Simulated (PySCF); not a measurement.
# UHF on Co²⁺ (cobalt, charge +2)

Configuration: [Ar] 3d7, high-spin 4F determinant. Calculation: PySCF 2.14, in cc-pVTZ (7s6p4d2f1g, 68 functions); the non-relativistic Hamiltonian (point nucleus).

```json
{"Total energy": "-1380.609815 hartree", "One-electron energy": "-1895.5808 hartree", "Hartree (Coulomb) energy": "572.7068 hartree", "Exchange energy": "-57.7358 hartree", "Kinetic energy": "1380.61031 hartree", "⟨S²⟩": "3.7540", "⟨L²⟩": "12.027", "Sum of ⟨r⟩": "15.44 bohr", "Sum of ⟨r²⟩": "15.57 bohr²", "Density at the nucleus (Gaussians lack the cusp)": "13300 bohr⁻³", "Spin density at the nucleus": "0.0688 bohr⁻³", "Langevin diamagnetic susceptibility": "-12.3 ×10⁻⁶ cm³/mol", "Time after the integrals": "0.76 s of wall time on 1 thread of Neoverse-N1 (shared host)"}
```

```json
{"shell": "1s α", "electrons": "1", "mean orbital energy (eV)": "-7721.5", "spread (eV)": "0", "rms radius, mean of both spins (bohr)": "0.0659"}
{"shell": "1s β", "electrons": "1", "mean orbital energy (eV)": "-7721.5", "spread (eV)": "0", "rms radius, mean of both spins (bohr)": "0.0659"}
{"shell": "2s α", "electrons": "1", "mean orbital energy (eV)": "-968.78", "spread (eV)": "0", "rms radius, mean of both spins (bohr)": "0.279"}
{"shell": "2s β", "electrons": "1", "mean orbital energy (eV)": "-965.95", "spread (eV)": "0", "rms radius, mean of both spins (bohr)": "0.279"}
{"shell": "2p α", "electrons": "3", "mean orbital energy (eV)": "-839.66", "spread (eV)": "0", "rms radius, mean of both spins (bohr)": "0.250"}
{"shell": "2p β", "electrons": "3", "mean orbital energy (eV)": "-836.88", "spread (eV)": "0", "rms radius, mean of both spins (bohr)": "0.250"}
{"shell": "3s α", "electrons": "1", "mean orbital energy (eV)": "-145.51", "spread (eV)": "0", "rms radius, mean of both spins (bohr)": "0.842"}
{"shell": "3s β", "electrons": "1", "mean orbital energy (eV)": "-137.82", "spread (eV)": "0", "rms radius, mean of both spins (bohr)": "0.842"}
{"shell": "3p α", "electrons": "3", "mean orbital energy (eV)": "-105.24", "spread (eV)": "0", "rms radius, mean of both spins (bohr)": "0.893"}
{"shell": "3p β", "electrons": "3", "mean orbital energy (eV)": "-95.955", "spread (eV)": "0", "rms radius, mean of both spins (bohr)": "0.893"}
{"shell": "3d α", "electrons": "5", "mean orbital energy (eV)": "-38.332", "spread (eV)": "1.460", "rms radius, mean of both spins (bohr)": "1.12"}
{"shell": "3d β", "electrons": "2", "mean orbital energy (eV)": "-34.654", "spread (eV)": "0", "rms radius, mean of both spins (bohr)": "1.12"}
```
